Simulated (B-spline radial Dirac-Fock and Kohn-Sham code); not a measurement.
# Form factor and incoherent scattering function of La⁴⁰⁺

System: lanthanum as La⁴⁰⁺, configuration [Ne] 3s2 3p5.

Method: relativistic Hartree-Fock (Dirac-Fock) wave functions, averaged over the configuration. Computed with a radial atomic solver. f₀ is the Fourier transform of the spherical electron density, S the Waller-Hartree incoherent function, and s = sin θ/λ. The electron scattering factor follows from the Mott-Bethe formula f_e = 0.023934 Å⁻¹·(Z − f₀)/s².

```tsv
s (Å⁻¹)	f₀	S	f_e (Å)
0	17.000	0.000	–
0.05	16.989	0.013	383.053
0.1	16.955	0.052	95.844
0.15	16.898	0.116	42.658
0.2	16.820	0.205	24.042
0.25	16.720	0.317	15.425
0.3	16.599	0.453	10.744
0.35	16.458	0.609	7.921
0.4	16.298	0.786	6.089
0.45	16.120	0.981	4.832
0.5	15.924	1.192	3.932
0.6	15.487	1.656	2.760
0.7	14.996	2.164	2.052
0.8	14.463	2.700	1.591
0.9	13.898	3.251	1.274
1	13.314	3.805	1.046
1.1	12.721	4.351	0.876
1.2	12.128	4.882	0.746
1.4	10.979	5.878	0.562
1.6	9.921	6.769	0.440
1.8	8.987	7.554	0.355
2	8.190	8.242	0.292
2.5	6.739	9.634	0.192
3	5.818	10.710	0.136
3.5	5.127	11.598	0.101
4	4.503	12.359	0.079
5	3.351	13.564	0.051
6	2.452	14.398	0.036
```

f₀ starts at the number of electrons, 17, and has fallen to half at s ≈ 1.92 Å⁻¹. The sum of ⟨r²⟩ over the electrons is 0.6164 bohr². For an ion f_e diverges as s goes to zero, because of the net charge.
